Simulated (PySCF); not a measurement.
Work out the structure from these simulated measurements.

Elements present: C, H and O. Monoisotopic mass: 96.0575 u.

| Property | Result |
| --- | --- |
| 1H NMR | chemical shifts (computed TMS as zero) by class: 6.13 (1 H), 2.42 (2 H), 2.34 (2 H), 2.22 (3 H) ppm [GIAO PBE0/pcSseg-1] |
| UV, first state | lowest singlet excitation: 3.91 eV (317 nm, f = 0.000) [TDDFT PBE0/def2-SVPD] |
| Dipole | 4.64 D [PBE0/def2-SVPD] |
| Triplet | lowest triplet excitation (Tamm–Dancoff): 3.44 eV [TDA PBE0/def2-SVPD] |
| NMR, other nuclei | isotropic shieldings of nuclei other than C and H, by class: -281 (1 O) ppm [GIAO PBE0/pcSseg-1] |
| 13C NMR | chemical shifts (computed TMS as zero) by class: 210.1 (1 C), 185.2 (1 C), 138.7 (1 C), 38.1 (1 C), 35.6 (1 C), 22.3 (1 C) ppm [GIAO PBE0/pcSseg-1] |
| Couplings | largest of the computed one-bond spin–spin couplings (means over like bonds): 13C–1H +172.5, 13C–1H +137.2 (×2), 13C–1H +135.9 (×2), 13C–1H +133.1 (×3), 13C–13C +75.5, 13C–13C +57.1, 13C–13C +44.4, 13C–13C +39.3 Hz [B3LYP/pcJ-1, spin–dipole term left out] |
| UV, strongest line | among the 6 lowest singlet transitions: S2 at 6.05 eV (205 nm, f = 0.400) [TDDFT PBE0/def2-SVPD] |
| Rotational structure | rotational constants A, B, C: 5.899, 2.047, 1.564 GHz [GFN2-xTB] |

Electronic properties: PySCF, gas phase, density fitting. Levels stand in brackets. Geometry: GFN2-xTB; no solvent, vibrations or thermal averaging. Each NMR value is the plain mean over a class of atoms that symmetry, rotation or inversion makes alike.

Problem. Which formula fits the mass and the elements?

Solution. C6H8O (calculated 96.0575). No other formula that holds each of these elements comes within 0.0003 u with a fitting electron parity and a possible valence count.

Problem. Propose a structure and show how it fits.

Solution. Numbering: `[CH3:1][C:2]1=[CH:3][C:4](=[O:5])[CH2:6][CH2:7]1`. Its formula, C6H8O, gives 3 degrees of unsaturation: 1 ring and 2 π bonds in the structure found. 6 carbons fall into 6 classes; from least to most shielded: ketone carbonyl carbon [C4] (210.1 ppm), fully substituted alkene carbon [C2] (185.2 ppm), alkene CH carbon [C3] (138.7 ppm), sp3 carbon next to a carbonyl [C6] (38.1 ppm), allylic carbon [C7] (35.6 ppm), allylic carbon [C1] (22.3 ppm). Hydrogen classes from least to most shielded: 1 H on an alkene CH carbon, C3 (6.13 ppm), 2 H on an allylic carbon, C7 (2.42 ppm), 2 H on an sp3 carbon next to a carbonyl, C6 (2.34 ppm), 3 H on an allylic carbon, C1 (2.22 ppm). The other shieldings belong to: -281 ppm, ketone oxygen [O5]. The couplings run between: +172.5 Hz, alkene CH carbon [C3] and its hydrogen; +137.2 Hz, sp3 carbon next to a carbonyl [C6] and its hydrogen (with 1 like pair); +135.9 Hz, allylic carbon [C7] and its hydrogen (with 1 like pair); +133.1 Hz, allylic carbon [C1] and its hydrogen (with 2 like pairs); +75.5 Hz, fully substituted alkene carbon [C2] and alkene CH carbon [C3]; +57.1 Hz, alkene CH carbon [C3] and ketone carbonyl carbon [C4]; +44.4 Hz, allylic carbon [C1] and fully substituted alkene carbon [C2]; +39.3 Hz, ketone carbonyl carbon [C4] and sp3 carbon next to a carbonyl [C6]. S1 is mainly HOMO→LUMO (weight 0.97); the largest Löwdin shares of the orbital it empties are 0.61 on the ketone oxygen, 0.12 on the ketone carbonyl carbon, 0.11 on the sp3 carbon next to a carbonyl and 0.09 on the alkene CH carbon, of the orbital it fills 0.27 on the fully substituted alkene carbon, 0.20 on the ketone carbonyl carbon, 0.19 on the ketone oxygen and 0.13 on the alkene CH carbon. The optimised geometry has point group Cs and is an asymmetric top. Structure: 3-methyl-2-cyclopenten-1-one (`CC1=CC(=O)CC1`). Computed isomers that give other values at the same levels: `CC=C=CC(C)=O` (13C chemical shifts (computed TMS as zero) by class: 226.8 (1 C), 200.9 (1 C), 100.8 (1 C), 95.9 (1 C), 29.7 (1 C), 17.3 (1 C) ppm); `C#CC(=C)OCC` (13C chemical shifts (computed TMS as zero) by class: 152.4 (1 C), 98.1 (1 C), 85.0 (1 C), 83.3 (1 C), 65.4 (1 C), 17.2 (1 C) ppm); `C=C1COCC1=C` (13C chemical shifts (computed TMS as zero) by class: 154.2 (2 C), 108.4 (2 C), 78.2 (2 C) ppm). The assignments are read from this structure; whether some other isomer fits the data as well wasn't checked.
